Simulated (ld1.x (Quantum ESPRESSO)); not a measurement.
## Building the RRKJ potential for holmium (Ho) (BP86, scalar-relativistic).

ld1.x (Quantum ESPRESSO) 7.5 was run on this input:

```
&input
   title='Ho', zed=67., rel=1, dft='BP', iswitch=3,
   config='[Xe] 4f11 5d0 6s2 6p0',
   nld=4, rlderiv=2.40, eminld=-6.0, emaxld=5.0, deld=0.02
 /
 &inputp
   pseudotype=2, tm=.false., rho0=0.001, lloc=-1, rcloc=0.80,
   nlcc=.true., rcore=0.55,
   file_pseudopw='Ho.UPF', file_wfcaegen='ae.wfc', file_wfcncgen='nc.wfc', file_beta='beta', file_chi='chi'
 /
4
5S  1  0   2.00   0.00  2.20  2.20  0.0
5P  2  1   6.00   0.00  2.10  2.10  0.0
5D  3  2   0.00   0.00  2.20  2.20  0.0
4F  4  3  11.00   0.00  1.05  1.05  0.0
 &test
   configts(1)='4f11 5s2 5p6 5d0 6s2 6p0'
 /
```

Command:

```bash
ld1.x < Ho.in > Ho.out
```

Resulting log (shortened: banner, matrices, multipoles, cross overlaps and the repeated all-electron block are left out):

```
[... start of the log left out ...]

      Wfc   5P  rcut= 2.107  Estimated cut-off energy=       40.97 Ry
      This function has    0 nodes for 0 < r <    2.107

      Wfc   5D  rcut= 2.215  Estimated cut-off energy=       46.84 Ry
      This function has    0 nodes for 0 < r <    2.215

      Wfc   4F  rcut= 1.046  Estimated cut-off energy=      270.34 Ry
      This function has    0 nodes for 0 < r <    1.046

       Warning: n=2, l=0 expected 1 nodes, found 2
       Setting wfc to zero for this iteration
       (This warning will only be printed once per wavefunction)

     ------------------- End of pseudopotential generation -------------------

     Computing logarithmic derivative in   2.40266

       Warning: n=1, l=0 expected 0 nodes, found 1
       Setting wfc to zero for this iteration
       (This warning will only be printed once per wavefunction)

       Warning: n=4, l=3 expected 0 nodes, found 1
       Setting wfc to zero for this iteration
       (This warning will only be printed once per wavefunction)

       Warning: n=2, l=1 expected 0 nodes, found 1
       Setting wfc to zero for this iteration
       (This warning will only be printed once per wavefunction)

 %%%%%%%%%%%%%%%%%%%%%%%%%%%%%%%%%%%%%%%%%%%%%%%%%%%%%%%%%%%%%%%%%%%%%%%%%%%%%%
     Error in routine run_pseudo (1):
     Errors in PS-KS equation
 %%%%%%%%%%%%%%%%%%%%%%%%%%%%%%%%%%%%%%%%%%%%%%%%%%%%%%%%%%%%%%%%%%%%%%%%%%%%%%

     stopping ...
```

The run stopped because the pseudo-atom solver did not find the valence states with the expected number of nodes, which is the usual sign of a ghost state.

The run took about 1.1 s on one core of a shared server CPU.
